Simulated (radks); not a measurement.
Question: Isoelectronic series with 7 electrons, each ion in its NIST ground configuration. Calculated with a radial shooting solver on a logarithmic mesh with Libxc functionals: Dirac Kohn-Sham, PBE, spin-unpolarised, spherical densities, finite nucleus; open shells fill j = l - 1/2 first; Fermi nuclear charge, rms radius of each element as measured or else 0.836 A^(1/3) + 0.57 fm. Total energies (hartree) and orbital eigenvalues (eV):

ion    configuration  E (hartree)      2p3/2      2p1/2
N       [He] 2s2 2p3    -54.45374    -7.0787    -7.0978
F2+     [He] 2s2 2p3    -97.62438   -48.9589   -49.0458
Al6+    [He] 2s2 2p3   -223.30584  -216.3258  -216.9182
P8+     [He] 2s2 2p3   -305.87234  -341.1097  -342.2952
Cl10+   [He] 2s2 2p3   -401.65568  -493.1972  -495.3366
K12+    [He] 2s2 2p3   -510.71974  -672.5741  -676.1521
Sc14+   [He] 2s2 2p3   -633.13846  -879.2444  -884.8894
V16+    [He] 2s2 2p3   -768.99591  -1113.223  -1121.727
Mn18+   [He] 2s2 2p3   -918.38615  -1374.534  -1386.872
Co20+   [He] 2s2 2p3  -1081.41385  -1663.205  -1680.560
Cu22+   [He] 2s2 2p3  -1258.19421  -1979.274  -2003.054
Ga24+   [He] 2s2 2p3  -1448.85353  -2322.780  -2354.646
As26+   [He] 2s2 2p3  -1653.52987  -2693.769  -2735.658
Rb30+   [He] 2s2 2p3  -2105.54710  -3518.400  -3587.382

Estimate the row of Br28+ ([He] 2s2 2p3).

Answer: E (hartree) -1872.37347; 2p3/2 -3092.290; 2p1/2 -3146.442.
